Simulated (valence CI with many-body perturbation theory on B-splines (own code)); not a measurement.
## Ho⁴⁶⁺: E2, M1 decay

Method: configuration interaction combined with many-body perturbation theory (CI+MBPT): three valence electrons over a frozen Dirac-Fock core [Ar], a basis of 7 s, 7 p, 8 d, 6 f, 4 g, 1 h functions for each j, with the one-electron correlation potential Σ1 (screened to all orders), the two-electron term Σ2, the three-electron term Σ3, Breit, model QED; selected single and double excitations, second order for the rest, scaled by the run's own slope (own B-spline code, finite nucleus).

No measured spectrum was set against this ion. As an estimate, large intervals hold to a few tenths of a per cent, small ones and those within an open d or f shell to about a per cent. Only levels of the ground parity were solved; by the run's estimate the other parity begins above the list, which can be wrong where configurations are misplaced.

Lines 1 to 50 of 55 in falling wavelength, among levels below 1320100 cm⁻¹, chosen from the decays that carry over 1 % of a level's rate. Wavelengths and rates use the calculated energies. Electric multipoles are in the length gauge, E1 and E2 with the static RPA response of the core. Weak lines are less certain than strong ones. Lines between different terms over intervals too small for the method are left out, as are lines whose strength nearly cancels. The highest levels of a list are the least certain. Branching is blank where the lifetime is uncertain.

Levels are named by their leading jj configuration (3d3/2^4 stands for four electrons in 3d with j = 3/2), which in mixed levels can hold well under half, so a name can repeat and another be missing. Letters in brackets count levels of one name in rising energy.

| λ vac (Å) | Upper | Lower | Type | A (s⁻¹) | Branch % |
| --- | --- | --- | --- | --- | --- |
| 25030 | (3d3/2^2 3d5/2) J=9/2 | (3d3/2^2 3d5/2) J=7/2 | M1 | 4.81e-01 |  |
| 1434 | (3d3/2^2 3d5/2) J=7/2 | (3d3/2^2 3d5/2) J=5/2 [a] | M1 | 4.83e+03 | 98.8 |
| 595.5 | (3d3/2 3d5/2^2) J=7/2 [b] | (3d3/2 3d5/2^2) J=7/2 [a] | M1 | 1.04e+04 | 2.2 |
| 588.8 | (3d3/2^2 3d5/2) J=5/2 [b] | (3d3/2^2 3d5/2) J=7/2 | M1 | 5.34e+03 | 4.6 |
| 520.3 | (3d3/2^2 3d5/2) J=5/2 [b] | (3d3/2^2 3d5/2) J=3/2 | M1 | 2.77e+04 | 23.8 |
| 488.9 | (3d3/2 3d5/2^2) J=3/2 [a] | (3d3/2^2 3d5/2) J=5/2 [b] | M1 | 2.03e+04 | 1.1 |
| 474.6 | (3d3/2 3d5/2^2) J=3/2 [b] | (3d3/2 3d5/2^2) J=1/2 | M1 | 2.68e+04 | 2.6 |
| 473.5 | (3d5/2^3) J=3/2 | (3d3/2 3d5/2^2) J=3/2 [b] | M1 | 4.02e+04 | 2.2 |
| 432.7 | (3d3/2 3d5/2^2) J=3/2 [b] | (3d3/2 3d5/2^2) J=3/2 [a] | M1 | 4.29e+04 | 4.2 |
| 417.4 | (3d3/2^2 3d5/2) J=5/2 [b] | (3d3/2^2 3d5/2) J=5/2 [a] | M1 | 8.20e+03 | 7.1 |
| 410.8 | (3d3/2 3d5/2^2) J=5/2 [a] | (3d3/2^2 3d5/2) J=5/2 [b] | M1 | 1.24e+05 | 14.0 |
| 354.7 | (3d5/2^3) J=5/2 | (3d3/2 3d5/2^2) J=3/2 [b] | M1 | 8.61e+04 | 3.5 |
| 338.9 | (3d3/2 3d5/2^2) J=5/2 [b] | (3d3/2^2 3d5/2) J=5/2 [b] | M1 | 2.58e+05 | 44.1 |
| 328.5 | (3d5/2^3) J=9/2 | (3d3/2 3d5/2^2) J=11/2 | M1 | 5.95e+04 | 3.4 |
| 327.4 | (3d3/2 3d5/2^2) J=7/2 [b] | (3d3/2^2 3d5/2) J=5/2 [b] | M1 | 5.09e+04 | 10.8 |
| 325.4 | (3d3/2 3d5/2^2) J=7/2 [a] | (3d3/2^2 3d5/2) J=7/2 | M1 | 2.78e+05 | 19.2 |
| 320.3 | (3d3/2^2 3d5/2) J=5/2 [a] | (3d3/2^3) J=3/2 | M1 | 7.61e+05 | 100.0 |
| 299.7 | (3d3/2 3d5/2^2) J=9/2 | (3d3/2^2 3d5/2) J=9/2 | M1 | 5.32e+05 | 63.0 |
| 296.1 | (3d3/2 3d5/2^2) J=9/2 | (3d3/2^2 3d5/2) J=7/2 | M1 | 3.11e+05 | 36.9 |
| 284.2 | (3d5/2^3) J=3/2 | (3d3/2 3d5/2^2) J=5/2 [b] | M1 | 3.82e+04 | 2.1 |
| 278.1 | (3d3/2^2 3d5/2) J=3/2 | (3d3/2^3) J=3/2 | M1 | 6.32e+05 | 99.8 |
| 277.9 | (3d3/2 3d5/2^2) J=3/2 [a] | (3d3/2^2 3d5/2) J=1/2 | M1 | 1.86e+05 | 10.2 |
| 267.2 | (3d5/2^3) J=9/2 | (3d3/2 3d5/2^2) J=9/2 | M1 | 7.13e+05 | 40.3 |
| 265.2 | (3d3/2 3d5/2^2) J=7/2 [a] | (3d3/2^2 3d5/2) J=5/2 [a] | M1 | 1.17e+06 | 80.7 |
| 263.0 | (3d3/2 3d5/2^2) J=1/2 | (3d3/2^2 3d5/2) J=1/2 | M1 | 1.07e+06 | 94.0 |
| 261.8 | (3d3/2^2 3d5/2) J=7/2 | (3d3/2^3) J=3/2 | E2 | 5.76e+01 | 1.2 |
| 252.3 | (3d3/2^2 3d5/2) J=1/2 | (3d3/2^3) J=3/2 | M1 | 2.36e+05 | 99.4 |
| 252.1 | (3d3/2 3d5/2^2) J=3/2 [a] | (3d3/2^2 3d5/2) J=3/2 | M1 | 1.08e+06 | 59.6 |
| 247.9 | (3d5/2^3) J=3/2 | (3d3/2 3d5/2^2) J=5/2 [a] | M1 | 6.56e+05 | 35.2 |
| 247.8 | (3d3/2 3d5/2^2) J=11/2 | (3d3/2^2 3d5/2) J=9/2 | M1 | 3.47e+05 | 99.5 |
| 247.2 | (3d5/2^3) J=9/2 | (3d3/2 3d5/2^2) J=7/2 [a] | M1 | 9.84e+05 | 55.7 |
| 242.6 | (3d5/2^3) J=5/2 | (3d3/2 3d5/2^2) J=7/2 [b] | M1 | 2.49e+05 | 10.2 |
| 242.0 | (3d3/2 3d5/2^2) J=5/2 [a] | (3d3/2^2 3d5/2) J=7/2 | M1 | 5.81e+04 | 6.6 |
| 239.7 | (3d3/2 3d5/2^2) J=1/2 | (3d3/2^2 3d5/2) J=3/2 | M1 | 6.15e+04 | 5.4 |
| 237.0 | (3d5/2^3) J=3/2 | (3d3/2 3d5/2^2) J=1/2 | M1 | 4.31e+05 | 23.2 |
| 236.7 | (3d5/2^3) J=5/2 | (3d3/2 3d5/2^2) J=5/2 [b] | M1 | 4.48e+05 | 18.4 |
| 229.6 | (3d3/2 3d5/2^2) J=5/2 [a] | (3d3/2^2 3d5/2) J=3/2 | M1 | 5.90e+05 | 66.6 |
| 229.5 | (3d3/2 3d5/2^2) J=3/2 [b] | (3d3/2^2 3d5/2) J=5/2 [b] | M1 | 6.18e+05 | 60.2 |
| 226.1 | (3d5/2^3) J=3/2 | (3d3/2 3d5/2^2) J=3/2 [a] | M1 | 6.79e+05 | 36.5 |
| 225.2 | (3d3/2 3d5/2^2) J=3/2 [a] | (3d3/2^2 3d5/2) J=5/2 [a] | M1 | 5.15e+05 | 28.4 |
| 215.1 | (3d3/2 3d5/2^2) J=5/2 [b] | (3d3/2^2 3d5/2) J=7/2 | M1 | 2.88e+05 | 49.3 |
| 212.2 | (3d3/2 3d5/2^2) J=7/2 [b] | (3d3/2^2 3d5/2) J=9/2 | M1 | 1.78e+05 | 37.8 |
| 210.9 | (3d5/2^3) J=5/2 | (3d3/2 3d5/2^2) J=5/2 [a] | M1 | 5.27e+05 | 21.6 |
| 210.4 | (3d3/2 3d5/2^2) J=7/2 [b] | (3d3/2^2 3d5/2) J=7/2 | M1 | 1.82e+05 | 38.6 |
| 207.0 | (3d3/2 3d5/2^2) J=5/2 [a] | (3d3/2^2 3d5/2) J=5/2 [a] | M1 | 1.01e+05 | 11.5 |
| 205.2 | (3d3/2 3d5/2^2) J=5/2 [b] | (3d3/2^2 3d5/2) J=3/2 | M1 | 6.36e+03 | 1.1 |
| 194.9 | (3d5/2^3) J=5/2 | (3d3/2 3d5/2^2) J=3/2 [a] | M1 | 7.15e+05 | 29.3 |
| 187.1 | (3d3/2 3d5/2^2) J=5/2 [b] | (3d3/2^2 3d5/2) J=5/2 [a] | M1 | 2.21e+04 | 3.8 |
| 183.5 | (3d3/2 3d5/2^2) J=7/2 [b] | (3d3/2^2 3d5/2) J=5/2 [a] | M1 | 4.64e+04 | 9.9 |
| 181.2 | (3d3/2^2 3d5/2) J=5/2 [b] | (3d3/2^3) J=3/2 | M1 | 7.48e+04 | 64.4 |
